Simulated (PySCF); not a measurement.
# Se²⁹⁺ (selenium, charge +29) across methods

[He] 2s2 2p1, 2P determinant. All numbers are calculated (PySCF 2.14, no relativity, point nucleus, in an even-tempered Gaussian basis (17 s from 8.1 bohr⁻², ratio 2.2; 10 p from 11 bohr⁻², ratio 2.2; 6 d from 43 bohr⁻², ratio 2.4; 5 f from 64 bohr⁻², ratio 2.4; 4 g from 97 bohr⁻², ratio 2.4)).

| method | E (hartree) | mean ε 2s α (eV) | mean ε 2s β (eV) | mean ε 2p α (eV) | Σ⟨r²⟩ (bohr²) | ⟨S²⟩ |
| --- | --- | --- | --- | --- | --- | --- |
| LDA | -1508.832 | -3259.9 | -3245.4 | -3178.1 | 0.1168 | 0.750 |
| r2SCAN | -1511.905 | -3268.8 | -3252.9 | -3190.9 | 0.1166 | 0.750 |
| PW91 | -1511.915 | -3264.2 | -3250.3 | -3184.2 | 0.1166 | 0.750 |
| PBE0 | -1511.815 | -3278.7 | -3261.9 | -3200.5 | 0.1166 | 0.750 |
| TPSSh | -1512.185 | -3272.3 | -3256.7 | -3193.7 | 0.1165 | 0.750 |
| PBE | -1511.756 | -3263.6 | -3249.8 | -3183.2 | 0.1166 | 0.750 |
| UHF | -1511.85222 | -3323.0 | -3296.5 | -3251.4 | 0.1166 | 0.750 |

Spin-orbit coupling, absent here, splits the open shell strongly.
